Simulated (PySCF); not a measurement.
**Diatomics of Se with the second period**

PBE0 with double-zeta basis sets in PySCF, for the lowest determinant that a PBE0 search found; no spin–orbit coupling. De refers to high-spin ground-configuration atoms. A positive dipole means M(−)Se(+).

```csv
M,basis,state (unpaired electrons),Re (Å),ωe (cm⁻¹),De (eV),μ (D)
Li,def2-SVP,doublet (π ↑),2.270,520,2.88,-6.85
Be,def2-SVP,singlet (closed shell),1.876,863,2.96,-4.74
B,jorge-DZP-DKH,doublet (σ ↑),1.732,1006,5.15,-0.48
C,def2-SVP,singlet (closed shell),1.672,1097,6.09,2.12
N,cc-pVDZ-PP/cc-pVDZ,doublet (π ↑),1.654,984,3.41,2.05
O,def2-SVP,triplet (π ↑↑),1.642,956,4.37,2.15
F,def2-SVP,doublet (π ↑),1.751,708,3.28,1.62
```

The shortest bond is that of SeO (1.642 Å), the longest that of LiSe (2.270 Å).

The rows differ in basis set, which adds steps of its own.

The state changes along the series, so neighbouring rows are not always alike in their bonding.

Spin–orbit coupling is left out. States were picked by a PBE0 search and need not be the measured ground states.
